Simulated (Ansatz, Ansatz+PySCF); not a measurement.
```xyz
24

C    -1.2052    0.6738   -0.0007
C    -2.4995    1.4334    0.0339
C    -3.6237    0.6793   -0.0196
C    -3.7026   -0.7097    0.0184
C    -2.5154   -1.4343    0.0100
C    -1.2047   -0.6832    0.0279
C     1.2512    0.7569    0.0191
C     0.0401    1.4316   -0.0005
C    -0.0396   -1.4246   -0.0202
C     1.2674   -0.6997   -0.0057
C     3.6404    0.7492    0.0293
C     2.4259    1.4040    0.0016
C     2.5219   -1.4159   -0.0165
C     3.6950   -0.7099   -0.0315
H    -2.5170    2.4733   -0.0042
H    -4.6163    1.2528    0.0491
H    -4.5832   -1.2063   -0.0070
H    -2.4827   -2.4493    0.0016
H     0.0435    2.5122    0.0183
H     0.0494   -2.4987    0.0071
H     4.6356    1.2888   -0.0128
H     2.5018    2.4578    0.0087
H     2.4906   -2.4776   -0.0423
H     4.5865   -1.2055    0.0112
```

Basis set: def2-SVP (spherical functions). Correlated methods keep 14 orbitals frozen. Charge 0, multiplicity 1.

Computed with Ansatz (development build ahead of 0.2.0); each method stands on the lowest determinant of its kind that the runs found. Restricted open shells among the atoms or ions are ROHF, correlated in semicanonical orbitals with singles. Restricted functionals stand beside restricted open-shell atoms, which can lie above the unrestricted atoms usual in DFT and then raise those values.

Give the atomization energy at this shape (free ground-state atoms in the same class of orbitals less the molecule, no zero-point energy) of singlet C14H10 by PBE0 (restricted), RHF-MP2, RHF.

```tsv
method	atomization energy
PBE0 (restricted)	12663.3 kJ/mol
RHF-MP2	12152.5 kJ/mol
RHF	9384.5 kJ/mol
```

Caution: no unrestricted run beside it, a lower state can exist; the shape is not the minimum.
